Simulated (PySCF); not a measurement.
## Radial density of O⁺ (oxygen, charge +1)

LDA, [He] 2s2 2p3, high-spin 4S determinant. Computed with PySCF 2.14 in cc-pVTZ-DK (4s3p2d1f, 30 functions), with scalar relativity by spin-free X2C-1e.

| r (bohr) | 4πr²ρ (e/bohr) | 4πr²(ρα − ρβ) |
| --- | --- | --- |
| 0.00366 | 0.05157 | 0.0000 |
| 0.00615 | 0.1394 | -0.0001 |
| 0.0103 | 0.3622 | -0.0001 |
| 0.0174 | 0.9073 | -0.0002 |
| 0.0293 | 2.111 | 0.0000 |
| 0.0493 | 4.339 | 0.0026 |
| 0.0828 | 7.213 | 0.0208 |
| 0.139 | 8.488 | 0.1168 |
| 0.234 | 5.887 | 0.4756 |
| 0.394 | 3.128 | 1.4264 |
| 0.663 | 4.156 | 2.5006 |
| 1.12 | 3.625 | 2.0223 |
| 1.88 | 0.9604 | 0.5604 |
| 3.16 | 0.05657 | 0.0388 |
| 5.31 | 0.0001258 | 0.0001 |

Densities and radii are taken from the X2C orbitals without a picture-change correction, which distorts them close to the nucleus.
